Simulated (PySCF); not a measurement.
**A small calculation by hand: chemical shift, span and skew from a shielding tensor**

Ge(H)2(F)(OH) (FGeH₃O), SMILES [OH][GeH2][F]. Atoms are numbered in the order given.

```xyz
6

Ge    -0.2240    -0.2538     0.0284
O      1.4602    -0.3833    -0.5050
F     -0.5650     1.4407     0.3029
H     -1.0773    -0.7175    -1.1494
H     -0.4547    -0.9309     1.3867
H      2.1021    -0.1318     0.1671
```
Charge 0, spin multiplicity 1.

Coordinates come from a B3LYP-D3(BJ)/def2-TZVP optimisation. One conformer was computed; it need not be the lowest.

GIAO shieldings from PBE0/pcSseg-2 (PySCF), non-relativistic, no solvent. The symmetric part of the tensor of F3 has the principal values 274.2, 372.3, 425.2 ppm. The same nucleus in CFCl3 has σ = 165.8 ppm at this level (PySCF, at its B3LYP-D3(BJ)/def2-TZVP geometry).

Task: Work out the isotropic shielding, the ¹⁹F shift against CFCl3, the span and the skew.

Result: 
σ(iso) = (σ11 + σ22 + σ33)/3 = 357.2 ppm. δ = σ(ref) − σ(iso) = 165.8 − (357.2) = -191.4 ppm.
Span Ω = σ33 − σ11 = 151.0 ppm. Skew κ = 3(σ(iso) − σ22)/Ω = -0.30. Tumbling in solution averages the tensor to δ; in a static solid the shielding alone would spread this spin-1/2 line over Ω.
